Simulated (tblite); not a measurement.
F2H3S2Si2 (doublet state).
Cartesian coordinates in Å at the GFN2-xTB level; atoms count from 1:
```
atom  x, y, z in Å
F1    -0.7227    1.3666    0.9891
Si2   -1.5337    0.5503   -0.1218
F3    -2.5392    1.6683   -0.6400
S4    -2.3617   -1.2242    0.5266
S5    -0.1735    0.1768   -1.7473
Si6    1.6065   -0.5391   -0.7187
H7     2.0099    0.5013    0.2149
H8     1.2162   -1.7754   -0.0565
H9     2.5119   -0.7184   -1.8403
```

Calculated harmonic vibrations of the isolated species, GFN2-xTB (tblite), most abundant isotopes, no scaling. The method is semi-empirical: single wavenumbers can be off by several per cent or more. Modes of hydrogen on silicon can be 10 to 20 % off. One conformer, not necessarily the lowest. Open shells enter through the occupations alone, without spin polarisation, and single modes of such species can be off by tens of per cent.

Harmonic wavenumbers (cm⁻¹): 27.9, 73.5, 93.6, 111.1, 139.5, 192.7, 208.2, 242.6, 439.0, 471.8, 529.6, 554.7, 576.3, 732.3, 750.1, 760.6, 854.4, 887.3, 2336.3, 2346.7, 2373.2.

A = 2055, B = 1059, C = 930.2 MHz; mass 160.918 u (most abundant isotopes); point group C1, symmetry number 1; spin multiplicity 2.

Q: What is the zero-point energy?

A: Half the sum of the wavenumbers: 7351 cm⁻¹ = 21.02 kcal/mol.

Q: What is S at 400 K and 1 bar for an ideal gas of classical rigid rotors and harmonic oscillators?

A: Translation 42.62, rotation 30.33, vibration 37.77, spin (R ln 2) 1.38: S = 112.1 cal/(mol K).

Q: And Cp and H(400 K) − H(0)?

A: Cp = 36.30 cal/(mol K), of which vibrations give 28.35 (their classical limit is 21 R = 41.7); H(400 K) − H(0) = 10.22 kcal/mol without the zero-point energy, 7.04 from vibrations.

Q: Blend soft modes into free rotors: weight 1/[1 + (100 cm⁻¹/ν̃)⁴] for the oscillator and the rest for a rotor with moment μB/(μ + B), μ = h/(8π²ν), B = 10⁻⁴⁴ kg m². What vibrational entropy results?

A: 33.74 cal/(mol K) in place of 37.77, which changes −T·S at 400 K by +1.61 kcal/mol.

Q: How do the functions run with temperature in this model?

A: 
```tsv
T (K)	S (cal/(mol K))	Cp (cal/(mol K))	H − H(0) (kcal/mol)	G − H(0) (kcal/mol)	ln q(vib)
50	62.3	14.4	0.54	-2.58	0.86
100	74.0	19.7	1.40	-6.00	2.36
298.15	102.0	32.6	6.70	-23.70	7.78
373.15	109.6	35.5	9.26	-31.64	9.55
500	120.5	38.7	13.98	-46.26	12.26
750	137.0	42.5	24.17	-78.55	16.79
1000	149.5	44.7	35.09	-114.42	20.51
```

q(vib) and H(0) count from the zero-point level.

Hindered rotation and anharmonicity are outside this model. Other conformers, if any are populated, would add a mixing term that is left out. The structure is chiral; the term R ln 2 for an equal mix with its mirror image is left out.
